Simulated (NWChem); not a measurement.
System: AlSiH$_{5}$O$_{2}$; SMILES [OH][AlH][O][SiH3]

Here is an NWChem input.

```
start job
memory heap 200 mb stack 900 mb global 1100 mb
geometry units angstroms
  Al    -0.452043     0.838453     0.806457
  H     -1.787270     0.779115     1.482768
  O      0.512795     2.119735     1.146255
  H      1.057313     2.865649     1.353555
  O     -0.101295    -0.431548    -0.231365
  Si     0.196634    -1.681520    -1.236168
  H     -0.669317    -2.782936    -0.811473
  H      1.614087    -2.022820    -1.099753
  H     -0.125001    -1.226470    -2.590609
end
basis spherical
  * library def2-svp
end
dft
  xc pbe0
  iterations 150
end
driver
  maxiter 120
end
task dft optimize
task dft freq
```

The level has its own optimisation; frequencies are unscaled. Brackets give each atom's bonded neighbours.

Question: Predict the main results of this run. (PBE0/def2-SVP.) Quantities: r Al–H (Å); r Al–O [Al(HOO)–O(AlH)] (Å); r Al–O [Al(HOO)–O(AlSi)] (Å); r H–O (Å); highest harmonic frequency (cm⁻¹); lowest (cm⁻¹); zero-point energy (kcal/mol); dipole (D).

Answer: 
```yaml
r Al–H (Å): 1.568
r Al–O [Al(HOO)–O(AlH)] (Å): 1.695
r Al–O [Al(HOO)–O(AlSi)] (Å): 1.697
r H–O (Å): 0.958
highest harmonic frequency (cm⁻¹): 3993
lowest (cm⁻¹): 12
zero-point energy (kcal/mol): 31.7
dipole (D): 1.12
```
